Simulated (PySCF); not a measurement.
# TeNI3, singlet: structure and spectrum

Level of theory: PBE0 in PySCF with Te def2-SVP with ECP28, N def2-SVP, I def2-SVP with ECP28; scalar-relativistic core potentials, no spin–orbit coupling; density-fitted integrals.

The structure is a minimum.

```xyz
5
charge 0 multiplicity 1, angstrom
Te    0.0000   -0.7933   -0.5611
N     0.0000   -2.2702   -1.6058
I     2.0867   -0.3412    1.2343
I    -2.0867   -0.3412    1.2343
I     0.0000    1.7459   -1.7164
```

* Point group: C3v
* Bond lengths: Te–I 2.790 Å (×3), Te–N 1.809 Å
* Bond angles: I–Te–I 96.8° (×3), I–Te–N 120.3° (×3)
* Zero-point energy: 11.4 kJ/mol
* Principal polarisabilities: 120.1, 166.8, 166.8 bohr³
* Entropy at 298.15 K and 1 bar: 429.2 J/(mol K)
* Enthalpy at 298.15 K above 0 K: 24.66 kJ/mol
* Heat capacity Cp at 298.15 K: 99.4 J/(mol K)
* Lowest empty level: -5.37 eV
* Highest occupied level: -7.77 eV
* Atomisation energy without zero-point energy: 496 kJ/mol
* Rotational symmetry number: 3
* Rotational constants: 0.01197, 0.01197, 0.007627 cm⁻¹
* Principal quadrupole moments (Buckingham, traceless) about the centre of mass: -11.36, 5.68, 5.68 D Å
* Dipole moment: 2.44 D

Harmonic modes (masses in u: Te 129.906, N 14.003, I 126.904):
```
symmetry  ω (cm⁻¹)  IR (km/mol, summed over degenerate members)     type
       e        53                                          0.0     bend
      a1        71                                          0.1     bend
       e       131                                          1.5     bend
      a1       168                                          4.4    mixed
       e       190                                          103     bend
      a1       926                                         12.3  stretch
```

In C3v the vibrations span 3e + 3a1.

Charges (e):
```csv
atom,Mulliken,Löwdin,polar tensor,Mayer order to Te1
Te1,0.56,0.61,1.60,–
N2,-0.36,-0.44,-0.37,2.17
"I3,4,5",-0.07,-0.06,-0.41,0.71
```

Mulliken populations on Te1 (electrons outside its core potential): s 3.73, p 9.22, d 10.49.

Outer orbital energies (eV). occupied: -8.71, -8.71, -8.66, -8.22, -8.22, -8.06, -7.77, -7.77; empty: -5.37, -2.77, -2.77, -0.54.

Counting electrons, tellurium keeps none of its valence electrons outside its bonds, so the VSEPR class is AX4 and the expected shape is tetrahedral; with unlike ligands the computed point group is C3v.

Only a few start shapes were tried, so a lower isomer may exist.

The final relaxation and frequency run took 2 min on 4 threads of a shared Arm Neoverse N1 host, with 118 basis functions and 13 gradients; the process peaked at 1.5 GiB.
